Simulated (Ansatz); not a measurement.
Mulliken charges of CH5BBrN (`NBCBr`) from PBE/def2-TZVPP in Ansatz (PBE0-D4/def2-TZVP geometry).

```
atom   x (Å)   y (Å)   z (Å)  charge (e)
  N1  -0.366   1.282  -0.515      -0.231
  B2   0.465   0.454   0.211      -0.033
  C3   0.210  -1.092   0.353      -0.171
 Br4  -1.375  -1.749  -0.579      -0.168
  H5  -1.183   0.927  -0.990       0.164
  H6  -0.216   2.270  -0.616       0.182
  H7   1.426   0.914   0.762      -0.006
  H8   0.081  -1.381   1.397       0.132
  H9   1.047  -1.673  -0.039       0.132
```

Problem. By hand: the dipole of these point charges (1 e Å = 4.8032 D).

Solution. Σ q r = (0.171, 0.326, 0.049) e Å, of length 0.371 e Å = 1.78 D.

Problem. How does the dipole of the full density compare? (An estimate is asked.)

Solution. The calculation gave: (0.109, 0.340, 0.005) e Å, 1.72 D; the point charges give 1.03 times that, at 12° from its direction.

Point charges leave out the atoms' own dipoles, such as those of lone pairs, and Mulliken's split depends on the basis, so the close match here is no proof of good charges.
